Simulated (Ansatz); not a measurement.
`c1ccc(-c2ccc(-c3ccc(-c4ccc(-c5ccc(-c6ccc(-c7cccnc7)nc6)nc5)nc4)nc3)nc2)nc1`. The state is a singlet with charge 0. Geometry PBE-D4/def2-SVP.

```xyz
65

C   -10.475    7.041    6.046
C    -9.334    6.615    6.742
C    -8.345    5.902    6.054
C    -8.523    5.633    4.676
C    -7.521    4.885    3.877
C    -7.789    4.557    2.531
C    -6.846    3.849    1.788
C    -5.627    3.466    2.396
C    -4.581    2.703    1.678
C    -4.736    2.201    0.368
C    -3.697    1.489   -0.231
C    -2.496    1.276    0.487
C    -1.352    0.527   -0.080
C    -1.381   -0.124   -1.331
C    -0.252   -0.806   -1.786
C     0.912   -0.837   -0.983
C     2.151   -1.536   -1.393
C     3.281   -1.530   -0.547
C     4.445   -2.188   -0.939
C     4.480   -2.855   -2.187
C     5.678   -3.573   -2.679
C     5.628   -4.295   -3.891
C     6.759   -4.971   -4.344
C     7.950   -4.924   -3.580
C     9.196   -5.620   -3.988
C    10.356   -5.511   -3.191
C    11.522   -6.172   -3.586
C    11.499   -6.926   -4.772
N    10.409   -7.047   -5.546
C     9.296   -6.410   -5.157
N     8.003   -4.226   -2.423
C     6.917   -3.582   -1.997
N     3.397   -2.867   -2.998
C     2.288   -2.237   -2.615
N     0.943   -0.216    0.219
C    -0.138    0.432    0.647
N    -2.340    1.760    1.742
C    -3.337    2.438    2.306
N    -5.360    3.792    3.681
C    -6.266    4.471    4.383
N    -9.629    6.042    4.014
C   -10.568    6.721    4.680
H   -11.278    7.603    6.545
H    -9.213    6.834    7.815
H    -7.449    5.555    6.588
H    -8.750    4.876    2.102
H    -7.059    3.600    0.739
H    -5.671    2.358   -0.192
H    -3.822    1.105   -1.253
H    -2.285   -0.110   -1.956
H    -0.282   -1.313   -2.760
H     3.206   -0.999    0.412
H     5.320   -2.187   -0.275
H     4.683   -4.302   -4.452
H     6.716   -5.532   -5.288
H    10.302   -4.904   -2.276
H    12.443   -6.106   -2.986
H    12.405   -7.460   -5.112
H     8.423   -6.537   -5.821
H     7.039   -3.028   -1.050
H     1.446   -2.290   -3.328
H    -0.083    0.927    1.631
H    -3.181    2.818    3.329
H    -5.975    4.709    5.421
H   -11.453    7.034    4.095
```

Single mean-field runs in def2-SVP are fitted with def2-universal-jkfit.

Question: Estimate the orbital energies around the gap (eV) in Ansatz with PBE-D4/def2-SVP, r2SCAN-D4/def2-SVP, PBE0-D4/def2-SVP.

Answer: 
```tsv
orbital	PBE-D4/def2-SVP	r2SCAN-D4/def2-SVP	PBE0-D4/def2-SVP
HOMO−9	-6.32	-6.73	-7.76
HOMO−8	-6.31	-6.52	-7.74
HOMO−7	-6.11	-6.50	-7.60
HOMO−6	-5.96	-6.36	-7.57
HOMO−5	-5.93	-6.34	-7.48
HOMO−4	-5.85	-6.25	-7.24
HOMO−3	-5.83	-6.02	-7.24
HOMO−2	-5.59	-6.01	-7.18
HOMO−1	-5.58	-5.96	-6.67
HOMO	-5.44	-5.60	-6.21
LUMO	-3.19	-3.18	-2.55
LUMO+1	-2.74	-2.70	-2.02
LUMO+2	-2.21	-2.15	-1.39
LUMO+3	-2.14	-2.06	-1.28
LUMO+4	-2.01	-1.93	-1.13
LUMO+5	-1.86	-1.77	-0.96
```
